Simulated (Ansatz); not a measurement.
Compare A (`CBO[SiH2]F`) with its isomer B (`OB([SiH3])CF`).

Isolated molecules relaxed with PBE0-D4/def2-TZVP in Ansatz; ΔE leaves out vibrations. CBS: MP2 limit from def2 TZ/QZ plus the TZ coupled-cluster correction, frozen cores. DFT in def2-TZVPP. B3LYP here is the variant with VWN-RPA as its local correlation; programs differ in this. One conformer a species, not always the lowest.

Q: Which is lower in electronic energy at CCSD(T)/CBS, and by how much? (An estimate is asked.)

A: Ansatz gave: A, by 362.7 kJ/mol.

Q: Give E(B) − E(A) in kJ/mol with r2SCAN-D4, B3LYP, CCSD/def2-TZVPP, PBE-D4, PBE0-D4, ωB97M-V, MP2/def2-TZVPP. (An estimate is asked.)

A: Ansatz gave: r2SCAN-D4 350.5, B3LYP 351.6, CCSD/def2-TZVPP 361.3, PBE-D4 318.0, PBE0-D4 333.6, ωB97M-V 354.2, MP2/def2-TZVPP 376.8. None reverses the order clearly.

Largest T1 diagnostic: 0.013.

From PBE to PBE0 (25 % exact exchange), in def2-TZVPP and without D4, E(B) − E(A) moves by +15.4 kJ/mol. In def2-TZVPP, CCSD(T) changes the Hartree–Fock value by −26.8 kJ/mol (the triples alone add −4.4 kJ/mol) and MP2 by −6.9 kJ/mol.
